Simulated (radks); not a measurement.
Values are calculated unless marked as measured or tabulated.
Charge is removed step by step from the 3s down level of Ce11+, starting from [Ne] 3s(up 1, down 1) 3p6 3d10 4s2 4p6 4d10 5s1. Code: a radial shooting solver on a logarithmic mesh with Libxc functionals. Model: scalar-relativistic Kohn-Sham, BLYP, spin-polarised, spherical densities, finite nucleus; open shells are filled with parallel spins first (spin-orbit coupling, left out, can overturn this in heavy ions); Fermi nuclear charge, rms radius 4.8771 fm.

[
 {"removed (e)": "0", "E - E(0) (eV)": "0.000", "eigenvalue (eV)": "-1563.6", "E minus straight line (eV)": "0.000"},
 {"removed (e)": "0.125", "E - E(0) (eV)": "195.78", "eigenvalue (eV)": "-1571.1", "E minus straight line (eV)": "-3.292"},
 {"removed (e)": "0.25", "E - E(0) (eV)": "392.49", "eigenvalue (eV)": "-1578.6", "E minus straight line (eV)": "-5.648"},
 {"removed (e)": "0.375", "E - E(0) (eV)": "590.14", "eigenvalue (eV)": "-1586.1", "E minus straight line (eV)": "-7.064"},
 {"removed (e)": "0.5", "E - E(0) (eV)": "788.74", "eigenvalue (eV)": "-1593.7", "E minus straight line (eV)": "-7.540"},
 {"removed (e)": "0.625", "E - E(0) (eV)": "988.27", "eigenvalue (eV)": "-1601.2", "E minus straight line (eV)": "-7.073"},
 {"removed (e)": "0.75", "E - E(0) (eV)": "1188.8", "eigenvalue (eV)": "-1608.8", "E minus straight line (eV)": "-5.662"},
 {"removed (e)": "0.875", "E - E(0) (eV)": "1390.2", "eigenvalue (eV)": "-1616.4", "E minus straight line (eV)": "-3.305"},
 {"removed (e)": "1", "E - E(0) (eV)": "1592.6", "eigenvalue (eV)": "-1623.9", "E minus straight line (eV)": "0.000"}
]

Removing the whole electron costs 1592.6 eV by Delta-SCF, against 1563.6 eV from minus the eigenvalue at the starting occupation. Slater's transition state (half an electron removed) gives 1593.7 eV. Integrating minus the eigenvalue over the occupation (Janak's theorem) gives 1593.7 eV. In this scalar-relativistic scheme the density is built from large components alone, so the theorem holds only approximately. The mean slope of the eigenvalue, de/dn, is 60.3 eV per electron.
